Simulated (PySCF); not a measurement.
B3LYP has the VWN-RPA correlation part, as in Gaussian. Delta-SCF ions had no search for a lower state. Excitations are Tamm–Dancoff values on a coarser integration grid. The basis has no diffuse functions, so Rydberg states are missing or too high.

Z-matrix (Å, degrees):
```
C
C 1 1.3419
H 2 1.0883 1 117.24
H 1 1.0899 2 118.17 3 179.74
C 1 1.4927 4 115.46 2 179.00
H 5 1.0911 1 109.80 4 178.89
H 5 1.0948 6 107.32 1 117.86
C 5 1.5307 6 110.55 7 118.61
H 8 1.0896 5 110.86 6 -59.45
H 8 1.0901 9 108.33 5 -121.63
H 8 1.0909 9 108.05 10 -116.67
B 2 1.5324 3 122.11 1 -179.93
H 12 1.1906 2 121.97 3 0.12
H 12 1.1927 13 119.30 2 179.99
```
Charge 0, spin multiplicity 1.

Problem. Predict the HOMO–LUMO gap, vertical ionisation energy (Delta-SCF), HOMO, total energy and T1 excitation (TDA) from B3LYP-D3(BJ)/def2-TZVP // M06-2X/def2-TZVP in PySCF.

Solution. 
```yaml
HOMO–LUMO gap: 5.76 eV
vertical ionisation energy (Delta-SCF): 10.02 eV
HOMO: -7.73 eV
total_energy: -182.7525 Ha
T1 excitation (TDA): 3.62 eV
```
